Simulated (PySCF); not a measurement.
Method: PBE-D3(BJ)/def2-TZVP // B3LYP-D3(BJ)/def2-SVP (PySCF 2.14.0). All species are isolated molecules in the gas phase. One relaxed conformer stands for a flexible species; it need not be the lowest. 

Reference species (SMILES): `C[O][Ge]([O]C)([O]C)[O]C` (neutral, multiplicity 1).

```yaml
HOMO: -6.45 eV
LUMO: -0.92 eV
HOMO–LUMO gap: 5.53 eV
S1 oscillator strength: 0.011
```

After one change: the HOMO drops by 4.02 eV; the LUMO decreases by 2.19 eV; the HOMO–LUMO gap rises by 1.83 eV; the S1 oscillator strength falls by 0.011.

Question: What was changed between the two runs? The new species is one of these.
A) `C[O][Ge]([F])([O]C)[O]C`
B) `[F][Ge]([F])([F])[F]`
C) `C[O][Ge]([F])([F])[O]C` (C–O–Ge–F torsion 170°, F–Ge–O–C torsion 67°)
D) `C[O][Ge]([F])([F])[F]`

Answer: B, `[F][Ge]([F])([F])[F]`
